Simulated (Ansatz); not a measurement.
Reaction (formal exchange of groups at a B–O bond): `CBBOC` + `[NH2][InH2]` → `CB[BH][InH][NH2]` + CH₃OH

Isolated molecules relaxed with PBE0-D4/def2-TZVP in Ansatz; ΔE leaves out vibrations. CCSD(T)/CBS adds triple-zeta CCSD(T) − MP2 to the extrapolated MP2 energy (def2 sets, frozen cores). This one scheme is used for every species. DFT in def2-TZVPP. HSE06 is defined as in plane-wave codes. def2 core potentials past Kr. For In outer-core shells are correlated without core-valence functions, which leaves a few kJ/mol of doubt a bond. One conformer a species, not always the lowest.

`CBBOC`:

```xyz
13

C     0.894   -1.691    0.680
B     1.115   -0.234    0.163
B     0.371    0.437   -1.191
O    -0.786    1.128   -1.254
C    -1.568    1.381   -0.108
H     0.309   -2.351    0.039
H     0.340   -1.578    1.626
H     1.826   -2.188    0.966
H     1.924    0.426    0.769
H     0.922    0.307   -2.261
H    -1.094    0.994    0.801
H    -2.546    0.910   -0.227
H    -1.708    2.459   -0.003
```

`[NH2][InH2]`:

```xyz
6

N    -0.836   -0.375   -0.523
In    0.755    0.338    0.470
H    -1.560    0.199   -0.923
H    -1.016   -1.352   -0.681
H     1.837   -0.854    1.054
H     0.820    2.044    0.602
```

`CB[BH][InH][NH2]`:

```xyz
13

C    -2.093   -0.206   -0.634
B    -0.756   -0.923   -1.034
B     0.447   -1.458   -0.124
In    1.925    0.233    0.196
N     1.432    1.593    1.603
H    -2.259   -0.075    0.435
H    -2.922   -0.802   -1.038
H    -2.178    0.769   -1.126
H    -0.511   -1.000   -2.220
H     0.759   -2.514    0.339
H     3.406    0.625   -0.592
H     0.666    1.478    2.247
H     2.085    2.279    1.947
```

CH₃OH:

Z-matrix (Å, degrees):
```
C
O 1 1.409
H 1 1.097 2 112.4
H 1 1.090 2 107.0 3 -118.5
H 1 1.097 2 112.4 3 123.0
H 2 0.959 1 108.5 3 -61.6
```

```
         level  ΔE (kJ/mol)
     r2SCAN-D4        109.0
      HSE06-D4        106.3
        revPBE         98.6
          BLYP        112.1
          PBE0        107.6
  MP2/def2-SVP        142.4
 MP2/CBS(def2)        106.3
CCSD/CBS(def2)        110.4
```

**Question.** What does CCSD(T)/CBS give? (An estimate is asked.)

**Answer.** The calculation gave: +108.7 kJ/mol. The listed levels differ from it by 0.3, -2.4, -10.1, 3.4, -1.1, 33.7, -2.4, 1.7 kJ/mol.

**Question.** What do rigid-rotor, harmonic-oscillator terms from PBE0-D4/def2-TZVP frequencies (298.15 K, 1 bar) make of the CCSD(T)/CBS value? (Estimate.)

**Answer.** Computed: ΔZPE = +5.8 kJ/mol, ΔH = +116.7 kJ/mol, ΔS = 19 J/(mol·K), ΔG = +111.0 kJ/mol. Modes under 50 cm⁻¹ make the entropy rough.

Largest T1 diagnostic among the species: 0.016.

In def2-TZVPP, CCSD(T) changes the Hartree–Fock value by −20.2 kJ/mol (the triples alone add −1.8 kJ/mol) and MP2 by −22.6 kJ/mol. From BLYP to BHLYP (50 % exact exchange), in def2-TZVPP and without D4, ΔE moves by +12.5 kJ/mol. At CCSD(T), def2-SVP lies +31.2 kJ/mol from the extrapolated value and def2-TZVPP +5.4 kJ/mol.
